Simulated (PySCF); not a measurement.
# Working out the excitation energy of Zr

Zr [Kr] 4d2 5s2 (3F) → Zr [Kr] 4d3 5s1 (5F). Computed with PySCF 2.14 in aug-cc-pVDZ-PP with ECP28MDF (5s5p4d2f, 54 functions), with scalar relativity through the core potential. Frozen: 4s2 4p6. Energies in hartree (1 hartree = 27.21139 eV):

| part | Zr (lower) | Zr (upper) |
| --- | --- | --- |
| UHF | -46.302154 | -46.303022 |
| CCSD correlation | -0.054231 | -0.031048 |
| (T) | -0.002491 | -0.000547 |

Task: What does Hartree-Fock give?

Result: (-46.303022) − (-46.302154) = -0.000868 hartree = -0.024 eV.

Task: What do CCSD and CCSD(T) give?

Result: The CCSD correlation energies differ by 0.023183 hartree = 0.631 eV and the triples by 0.001944 hartree = 0.053 eV, so CCSD gives 0.607 eV and CCSD(T) 0.660 eV.

Measured between the centres of the two terms (NIST): 0.588 eV, so CCSD(T) (valence) is off by 0.072 eV.

A double-zeta basis recovers only part of the correlation energy.

What remains against the reference includes basis incompleteness, the frozen core and higher excitations.
